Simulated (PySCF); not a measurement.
## Arsenic: a sound run and one with changed settings

Sound run: As [Ar] 3d10 4s2 4p3, As⁺ [Ar] 3d10 4s2 4p2. All numbers are calculated (PySCF 2.14, the non-relativistic Hamiltonian (point nucleus), in pcseg-2 (6s5p3d1f, 43 functions)). The sound run starts from symmetry-adapted Hartree-Fock orbitals and uses a fine grid where one is needed.

Changed run: initial guess 1e, at most 3 SCF cycles. This setting is unsound on purpose.

| species | method | sound run (hartree) | changed run (hartree) | converged |
| --- | --- | --- | --- | --- |
| As | UHF | -2234.20944 | -2234.03917 | no |
| As | r2SCAN | -2235.83766 | -2235.67557 | no |
| As | MN15 | -2236.25930 | -2236.11480 | no |
| As⁺ | UHF | -2233.86205 | -2233.83833 | no |
| As⁺ | r2SCAN | -2235.46534 | -2235.41445 | no |
| As⁺ | MN15 | -2235.89207 | -2235.82141 | no |

The SCF was stopped early; the energies are upper bounds that still move, and correlated levels were skipped or rest on poor orbitals.
